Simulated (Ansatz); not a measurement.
`[AlH2]/[CH]=C1/C[SiH2]1` + `BBO` → `BB[O][AlH2]` + `C=C1C[SiH2]1`  (ligand exchange at the Al–C bond)

Gas-phase electronic energies from Ansatz, PBE0-D4/def2-TZVP geometries. CCSD(T)/CBS is the MP2 limit (def2-TZVPP, def2-QZVPP) plus CCSD(T) − MP2 in def2-TZVPP, frozen cores. DFT in def2-TZVPP. One conformer a species, not always the lowest.

(1) Is it downhill or uphill in electronic energy at CCSD(T)/CBS, and by how much? (Best estimate.)

(2) What do these levels give: B2PLYP, PBE, MP2/def2-TZVPP, MP2/def2-QZVPP, HF/CBS(def2), MP2/CBS(def2)? (Estimate.)

Largest T1 diagnostic among the species: 0.014.

Results:

(1) Ansatz gave: Downhill: ΔE = -1.29 eV.

(2) Ansatz gave: B2PLYP -1.35, PBE -1.21, MP2/def2-TZVPP -1.28, MP2/def2-QZVPP -1.30, HF/CBS(def2) -1.48, MP2/CBS(def2) -1.29 eV.

The D4 term adds +0.04 eV with B3LYP and +0.03 eV with PBE0; it sums over pairs of atoms, weighted by their polarisabilities, and B3LYP, whose exchange is more repulsive, gets the larger term. In def2-TZVPP, CCSD(T) changes the Hartree–Fock value by +0.18 eV (the triples alone add +0.04 eV) and MP2 by +0.18 eV.

B3LYP here is the variant with VWN-RPA as its local correlation; programs differ in this.
